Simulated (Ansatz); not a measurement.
The same substitution along the group O, S, Se.

Gas-phase electronic energies from Ansatz, PBE0-D4/def2-TZVP geometries. CBS: MP2 limit from def2 TZ/QZ plus the TZ coupled-cluster correction, frozen cores. This one scheme is used for every species. DFT in def2-TZVPP. B3LYP here is the variant with VWN-RPA as its local correlation; programs differ in this. For Se outer-core shells are correlated without core-valence functions, which leaves a few kJ/mol of doubt a bond. Scalar relativity is left out up to krypton. One conformer a species, not always the lowest.

```json
{"reaction": "`COC=N` + `CN[Si](N)(F)F` → `CN[Si](F)(F)NC` + `N=CO`", "CCSD(T)/CBS(def2) (kJ/mol)": "-2"}
{"reaction": "`CSC=N` + `CN[Si](N)(F)F` → `CN[Si](F)(F)NC` + `N=CS`", "CCSD(T)/CBS(def2) (kJ/mol)": "?"}
{"reaction": "`C[Se]C=N` + `CN[Si](N)(F)F` → `CN[Si](F)(F)NC` + `N=C[SeH]`", "CCSD(T)/CBS(def2) (kJ/mol)": "43"}
```

**Question.** Fill in the missing values. (Estimate.)

**Answer.** The calculation gave: `CSC=N` + `CN[Si](N)(F)F` → `CN[Si](F)(F)NC` + `N=CS`: +48.3 kJ/mol.

Largest T1 diagnostic: 0.014, for `N=CO`.
